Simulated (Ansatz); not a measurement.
Stepwise reaction of `C[O][GeH]([F])[O]C` with hydrogen fluoride, as a gas-phase model of exchange steps in deposition or etching. ΔE in kJ/mol.

Computed with Ansatz on PBE0-D4/def2-TZVP structures; ΔE is electronic, products minus reactants. CBS: MP2 limit from def2 TZ/QZ plus the TZ coupled-cluster correction, frozen cores. This one scheme is used for every species. Functionals use def2-TZVPP. B3LYP here is the variant with VWN-RPA as its local correlation; programs differ in this. For Ge outer-core shells are correlated without core-valence functions, which leaves a few kJ/mol of doubt a bond. Scalar relativity is left out up to krypton. One conformer a species, not always the lowest.

| step | reaction | PBE-D4 | B3LYP-D4 | ωB97M-V | CCSD(T)/CBS |
| --- | --- | --- | --- | --- | --- |
| 1 | `C[O][GeH]([F])[O]C` + H–F → `C[O][GeH]([F])[F]` + CH₃OH | -30.5 | -30.5 | -31.4 | -23.3 |
| 2 | `C[O][GeH]([F])[F]` + H–F → `[F][GeH]([F])[F]` + CH₃OH | -19.8 | -19.0 | -20.3 | -12.2 |

(1) By hand: ΔE of the 2 steps together at CCSD(T)/CBS.

Answers

(1) (-23.3) + (-12.2) = -35.5 kJ/mol, or -17.8 kJ/mol a step.

In ΔE each step is higher than the one before. All are downhill at CCSD(T)/CBS. PBE-D4 differs from CCSD(T)/CBS by -7.6 to -7.2 kJ/mol a step. Isolated molecules leave out the surface, adducts and barriers. Largest T1 diagnostic: 0.012.
